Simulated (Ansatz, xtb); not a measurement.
## Relative energy of two structures of FH3PSn

We compare I, a doublet given by its coordinates, with II, `[F][SnH][PH2]`, a doublet. Both are isolated molecules in the gas phase, relaxed with PBE0-D3(BJ)/def2-SVP; the shapes shown needn't be the lowest conformers.

I (Å):

```yaml
atoms:
  - { symbol: F, position_ang: [-0.3504, 0.1883, -3.5121] }
  - { symbol: P, position_ang: [-0.7449, 1.5691, -1.1298] }
  - { symbol: Sn, position_ang: [-1.1572, -1.0038, -2.1119] }
  - { symbol: H, position_ang: [0.6035, 1.9521, -1.3404] }
  - { symbol: H, position_ang: [-0.9634, 2.2372, 0.1086] }
  - { symbol: H, position_ang: [-1.3569, 2.5148, -1.9900] }
```

Close contacts (Å): F1–Sn3 2.01, P2–Sn3 2.78, P2–H4 1.42, P2–H5 1.42, P2–H6 1.42.

II (Å):

```xyz
6

F     1.6755    0.4846   -1.8096
P     0.5737   -0.4305    1.4548
Sn    0.0116    0.6384   -0.7942
H    -1.0654   -0.4127   -1.6852
H     1.3814    0.6631    1.8923
H    -0.6097    0.0841    2.0722
```

**Question.** Estimate which is lower in electronic energy at CCSD(T)/def2-SVP + ΔMP2/def2-TZVPP, and by roughly how much.

**Answer.** The CCSD(T)/def2-SVP + ΔMP2/def2-TZVPP calculation puts structure I lower, by 8.5 kcal/mol.

The same difference at several levels:

| level | geometry | E(II) − E(I) (kcal/mol) | departure from the last row (kcal/mol) | job, with rough time for the two |
| --- | --- | --- | --- | --- |
| PBE0-D3(BJ)/def2-SVP | PBE0-D3(BJ)/def2-SVP | +6.2 | −2.3 | optimisation, 8.5 min |
| HF/def2-SVP | PBE0-D3(BJ)/def2-SVP | +8.8 | +0.4 | part of the CCSD(T) run |
| MP2/def2-SVP | PBE0-D3(BJ)/def2-SVP | +5.5 | −3.0 | part of the CCSD(T) run |
| CCSD(T)/def2-SVP | PBE0-D3(BJ)/def2-SVP | +5.9 | −2.5 | single point |
| CCSD(T)/def2-SVP + ΔMP2/def2-TZVPP | PBE0-D3(BJ)/def2-SVP | +8.5 |  | single point, 1.9 min |

The levels shown agree on the order. The largest departure from CCSD(T)/def2-SVP + ΔMP2/def2-TZVPP is that of MP2/def2-SVP, 3.0 kcal/mol. Levels run at GFN2-xTB geometries aren't shown. The last row adds to CCSD(T) the change of the MP2 difference between the two basis sets, here +2.5 kcal/mol.

With harmonic frequencies from PBE0-D3(BJ)/def2-SVP (ideal gas, rigid rotor, one conformer each, 298.15 K, 1 atm): on the last row, ΔE + ΔZPE = +6.7, ΔH = +6.6, ΔG = +6.8 kcal/mol.

Open shells are spin-unrestricted. The correlated steps freeze 10 core orbitals; the filled d shell of Sn is correlated, in a basis made for valence electrons. Atoms past krypton carry core potentials in the def2 sets and no spin–orbit term is included. Mirror images aren't counted in ΔG. Run with Ansatz 0.2.0; the last row on 1 thread of AMD EPYC (Zen 3) on a shared host.
